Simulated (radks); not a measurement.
Zr+, configuration [Kr] 5s(up 0.5, down 0.5) 4d(up 2, down 0) (fractional occupations, a model configuration). All-electron calculation, scalar-relativistic Kohn-Sham, SCAN, spin-polarised, spherical densities, finite nucleus; meta-GGA in the generalised Kohn-Sham scheme; Fermi nuclear charge, rms radius 4.2694 fm. Program: a radial shooting solver on a logarithmic mesh with Libxc functionals. Some entries of the table are withheld. Estimate them.

orbital,occ.,eigenvalue (eV),<r^2> (bohr^2),<r> (bohr)
1s down,1,-17872.71,0.001854,0.03707
1s up,1,-17872.70,0.001854,0.03707
2s up,1,-2494.876,0.03113,0.1625
2s down,1,-2494.679,0.03112,0.1625
2p up,3,-2222.562,0.02456,0.1417
2p down,3,-2222.418,0.02456,0.1417
3s up,1,-419.7884,0.2397,0.4572
3s down,1,-419.7044,0.2397,0.4573
3p up,3,-330.1172,0.2480,0.4614
3p down,3,-330.0149,0.2481,0.4614
3d up,5,-183.8069,0.2477,0.4525
3d down,5,-183.6207,0.2476,0.4525
4s up,1,(1),1.687,1.220
4s down,1,(2),1.665,1.212
4p up,3,-40.7894,2.164,1.374
4p down,3,-39.3045,2.122,1.360
4d up,2,-10.5745,5.411,(3)
5s up,0.5,-10.3575,12.71,3.360
5s down,0.5,-9.3136,14.71,3.618

Answer. 
(1) 4s up eigenvalue (eV): -63.4549
(2) 4s down eigenvalue (eV): -62.2378
(3) 4d up <r> (bohr): 2.115
